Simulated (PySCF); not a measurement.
Computed shifts of a molecule C4H4Cl2, PySCF with PBE/pcSseg-1, GIAO, gas phase, atoms alike by connectivity averaged where their shifts nearly agree, in ppm (number of nuclei): ¹³C: 95.8 (1), 81.9 (1), 78.0 (1), 41.3 (1). ¹H: 6.18 (1), 3.21 (2), 2.16 (1). References: ¹³C against TMS (σ = 182.0 ppm); ³⁵Cl against HCl (σ = 936.5 ppm); ¹H against TMS (σ = 31.49 ppm), references at their B3LYP-D3(BJ)/def2-TZVP geometries, non-relativistic (without spin–orbit terms, shifts of atoms bonded to Cl or Br come out too high). The structure is a stationary point at B3LYP-D3(BJ)/def2-SVP. One conformer was computed; it need not be the lowest.

**Question.** Which molecule gave these data?
(A) C=CC=C(Cl)Cl
(B) C=C=C(Cl)CCl
(C) C#CCC(Cl)Cl
(D) ClC1=C(Cl)CC1

**Answer.** C, C#CCC(Cl)Cl
